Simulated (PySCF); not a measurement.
Stepwise substitution at one centre (Sn F-OCH3). Gas-phase values, no solvent. One relaxed conformer stands for each flexible species; it need not be the lowest. Strings in code marks are SMILES.

The LUMO from two functionals at the same geometries (PBE0-D3(BJ)/def2-SVP), both in PySCF: PBE-D3(BJ)/def2-TZVP and TPSSh-D3(BJ)/def2-TZVP. 

```json
[
 {"species": "0 of 4 F replaced by OCH3 (`[F][Sn]([F])([F])[F]`)", "TPSSh-D3(BJ)/def2-TZVP (eV)": "-4.38"},
 {"species": "1 of 4 F replaced by OCH3 (`C[O][Sn]([F])([F])[F]`)", "TPSSh-D3(BJ)/def2-TZVP (eV)": "-3.64"},
 {"species": "2 of 4 F replaced by OCH3", "TPSSh-D3(BJ)/def2-TZVP (eV)": "-3.01"},
 {"species": "3 of 4 F replaced by OCH3", "TPSSh-D3(BJ)/def2-TZVP (eV)": "-2.49"},
 {"species": "4 of 4 F replaced by OCH3 (`[O]([Sn]([O]C)([O]C)[O]C)C`)", "TPSSh-D3(BJ)/def2-TZVP (eV)": "-2.08"}
]
```

Task: What does PBE-D3(BJ)/def2-TZVP give for each?

Result: 
- 0 of 4 F replaced by OCH3 (`[F][Sn]([F])([F])[F]`): -4.91
- 1 of 4 F replaced by OCH3 (`C[O][Sn]([F])([F])[F]`): -4.18
- 2 of 4 F replaced by OCH3: -3.56
- 3 of 4 F replaced by OCH3: -3.06
- 4 of 4 F replaced by OCH3 (`[O]([Sn]([O]C)([O]C)[O]C)C`): -2.65
Over these rows, drawn at random from the members with no instability flagged (it was tested for open shells, ions and some series alone), PBE minus TPSSh-D3(BJ): mean -0.55 eV, from -0.57 eV to -0.54 eV.
